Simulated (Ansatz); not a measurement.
CH3ClFIn (SMILES [CH3][In]([F])[Cl]): methods side by side

CH3ClFIn has 7 atoms, charge 0, and is taken as a singlet. SMILES: `[CH3][In]([F])[Cl]`. Geometry: optimised at B3LYP/def2-SVP.

```csv
atom,x (Å),y (Å),z (Å)
C,-0.3978,0.9681,0.4346
In,0.4067,-0.8541,-0.3892
F,2.3431,-1.1352,-0.6051
Cl,-0.7545,-2.7633,-1.1494
H,-1.1252,1.3836,-0.2758
H,-0.8993,0.7285,1.3821
H,0.4269,1.6726,0.6026
```

Each level gives the dissociation energy of the H7–C1 bond into doublet H and doublet CH2ClFIn (shapes relaxed at B3LYP/def2-SVP, no zero-point term) (eV). The values are calculated.

```json
{"level": "HF/def2-SVP (core potential)", "kind": "Hartree–Fock", "program": "Ansatz", "value (eV)": "3.58", "CPU time (all runs)": "4.8 s"}
{"level": "SVWN5/def2-SVP (core potential)", "kind": "LDA", "program": "Ansatz", "value (eV)": "5.24", "CPU time (all runs)": "4.4 s"}
{"level": "PBE/def2-SVP (core potential)", "kind": "GGA", "program": "Ansatz", "value (eV)": "4.68", "CPU time (all runs)": "8.4 s"}
{"level": "r2SCAN/def2-SVP (core potential)", "kind": "meta-GGA", "program": "Ansatz", "value (eV)": "4.58", "CPU time (all runs)": "21 s"}
{"level": "B3LYP/def2-SVP (core potential)", "kind": "global hybrid", "program": "Ansatz", "value (eV)": "4.70", "CPU time (all runs)": "13 s"}
{"level": "PBE0-D4/def2-SVP (core potential)", "kind": "global hybrid", "program": "Ansatz", "value (eV)": "4.66", "CPU time (all runs)": "13 s"}
{"level": "wB97M-V/def2-SVP (core potential)", "kind": "range-separated hybrid", "program": "Ansatz", "value (eV)": "4.82", "CPU time (all runs)": "58 s"}
{"level": "B2PLYP/def2-SVP (core potential)", "kind": "double hybrid", "program": "Ansatz", "value (eV)": "4.67", "CPU time (all runs)": "17 s"}
```

Spin-orbit coupling, which can split open shells on such heavy atoms by tenths of an eV, is left out. The values span 3.58 to 5.24 eV. Hartree–Fock misses the correlation of the electron pair that is broken and comes out low. Measured bond enthalpies also hold zero-point and thermal terms, a few tenths of an eV less. Times are those of the runs behind each value, whatever else they computed, on shared processors of several kinds: orders of magnitude only.
